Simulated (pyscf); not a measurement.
Rearrangement: H₂C=CH–SiH: (SMILES C=C[SiH]) [singlet] -> C₂H₄Si (SMILES C1=C[SiH2]1)

Gas phase, singlet surface, charge 0. Bonds broken: H2–C5. Bonds formed: Si1–H2, Si1–C5. Single points on ωB97X-D3(BJ)/def2-SVP structures (PySCF, gas phase). Correlated levels are frozen-core, on RHF or UHF. ΔMP2 is the change of the MP2 total energy from the triple- to the quadruple-zeta basis.

Transition state (Å):

```xyz
7

Si     1.3792    -0.2191    -0.3037
H      1.2104     1.2031     0.2738
H      2.3948    -0.8096     0.6677
C     -0.3176    -0.6499     0.5969
C     -0.0024     0.3946     1.2454
H     -1.0261    -1.4721     0.5404
H     -0.1087     1.1208     2.0440
```

One imaginary mode, 851i cm⁻¹; descent along it reached the two sides named.

| bond | change | reactant side (Å) | saddle | product side |
|---|---|---|---|---|
| H2–C5 | breaks | 1.099 | 1.752 | 2.9 |
| Si1–H2 | forms | 2.9 | 1.544 | 1.487 |
| Si1–C5 | forms | 2.8 | 2.165 | 1.817 |

Electronic energies relative to the reactant's lowest minimum found (kJ/mol):

| level | barrier | reaction energy | reverse barrier |
|---|---|---|---|
| ωB97X-D3(BJ)/def2-TZVP | 142.8 | -40.1 | 182.9 |
| PBE/def2-TZVP | 105.3 | -36.2 | 141.5 |
| r²SCAN/def2-TZVP | 109.2 | -49.9 | 159.1 |
| B3LYP-D3(BJ)/def2-TZVP | 137.3 | -20.7 | 158.0 |
| PBE0-D3(BJ)/def2-TZVP | 123.2 | -39.4 | 162.6 |
| M06-2X/def2-TZVP | 130.7 | -35.5 | 166.2 |
| ωB97M-D3(BJ)/def2-TZVP | 138.6 | -27.4 | 166.0 |
| HF/def2-TZVP | 204.4 | -16.4 | 220.8 |
| MP2/def2-QZVPP | 119.9 | -47.9 | 167.8 |
| CCSD/def2-TZVPP | 152.2 | -23.7 | 176.0 |
| CCSD(T)/def2-TZVPP | 138.4 | -26.6 | 165.0 |
| CCSD(T)/def2-TZVPP + ΔMP2(QZVPP) | 136.3 | -30.1 | 166.4 |

With CCSD(T)/def2-TZVPP + ΔMP2(QZVPP) energies and thermal terms (ideal gas, 1 atm, RRHO with modes under 100 cm⁻¹ raised to 100, one conformer, R ln 2 for rigid chiral ones), in kJ/mol:

| T (K) | ΔH‡ | ΔG‡ | ΔH | ΔG |
|---|---|---|---|---|
| 298 | 121.2 | 122.9 | -36.3 | -29.9 |
| 600 | 121.1 | 124.7 | -36.3 | -23.3 |
| 900 | 120.6 | 126.5 | -35.5 | -17.0 |
| 1200 | 119.6 | 128.7 | -34.7 | -10.9 |

H₂C=CH–SiH: [singlet] lies 54.3 kJ/mol over its isomer HC≡C–SiH₃, and others may lie lower still (electronic energy, ωB97M-D3(BJ)). cyclic C₂H₄Si (SMILES C1=C[SiH2]1) lies 26.9 kJ/mol over its isomer HC≡C–SiH₃, and others may lie lower still (electronic energy, ωB97M-D3(BJ)). One saddle was located; it need not be the lowest between these sides. The CCSD(T) − MP2 part came from Ansatz, without density fitting, on the same reference.
